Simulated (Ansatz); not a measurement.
Start from `CO[CH2][GeH3]` and change one atom or group to get `CO[CH2][AlH][F]`.

Ansatz, PBE0-D4/def2-TZVP geometries, multiplicity 1. Each molecule was computed in one conformer, which needn't be the lowest.

Scalar relativity is left out up to krypton.

| property | `CO[CH2][GeH3]` |
| --- | --- |
| LUMO energy (PBE/def2-TZVPP) / eV | 0.09 |
| LUMO energy (B3LYP/def2-TZVPP) / eV | 0.61 |
| size of the dipole moment (ωB97M-V/def2-TZVPP) / D | 1.48 |
| HOMO energy (ωB97M-V/def2-TZVPP) / eV | -10.03 |
| HOMO–LUMO gap (ωB97M-V/def2-TZVPP) / eV | 12.49 |
| size of the dipole moment (B3LYP/def2-TZVPP) / D | 1.51 |

Give the same properties after the change, and the shifts. (An estimate is asked.)

The calculation gave: 
```json
{"property": "LUMO energy (PBE/def2-TZVPP) / eV", "`CO[CH2][AlH][F]`": "-1.77", "shift": "-1.86"}
{"property": "LUMO energy (B3LYP/def2-TZVPP) / eV", "`CO[CH2][AlH][F]`": "-1.23", "shift": "-1.84"}
{"property": "size of the dipole moment (ωB97M-V/def2-TZVPP) / D", "`CO[CH2][AlH][F]`": "1.42", "shift": "-0.06"}
{"property": "HOMO energy (ωB97M-V/def2-TZVPP) / eV", "`CO[CH2][AlH][F]`": "-9.26", "shift": "0.77"}
{"property": "HOMO–LUMO gap (ωB97M-V/def2-TZVPP) / eV", "`CO[CH2][AlH][F]`": "9.85", "shift": "-2.64"}
{"property": "size of the dipole moment (B3LYP/def2-TZVPP) / D", "`CO[CH2][AlH][F]`": "1.46", "shift": "-0.05"}
```

With PBE0 the HOMO rises by 0.64 eV and the LUMO falls by 1.91 eV, so the gap narrows by about 2.55 eV. PBE moves the HOMO by 0.45 eV and ωB97M-V by 0.77 eV. Dipoles are sizes alone; their direction can turn.

Positive LUMOs are unbound, so they and the gaps depend on the basis.

B3LYP here is the variant with VWN-RPA as its local correlation; programs differ in this.
